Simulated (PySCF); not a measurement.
Electron correlation in Hg²⁺ (mercury, charge +2)

[Xe] 4f14 5d9 6p1, one real determinant (an excited configuration). Computed with PySCF 2.14 in def2-QZVPPD with the def2 core potential (60 electrons), with a scalar-relativistic core potential. Frozen: 5s2 5p6; 10 electrons correlated.

MP2 pair energies summed by pair of shells (mhartree):

```csv
pair,energy,share (%)
5d-5d,-265.44,88.5
5d-6p,-34.65,11.5
```

Total MP2 correlation energy: -300.09 mhartree.

Same-spin part -109.57 and opposite-spin part -190.53 mhartree; SCS-MP2 scales them by 1/3 and 6/5 to -265.15 mhartree.

The reference is one real determinant that mixes LS terms of this configuration.
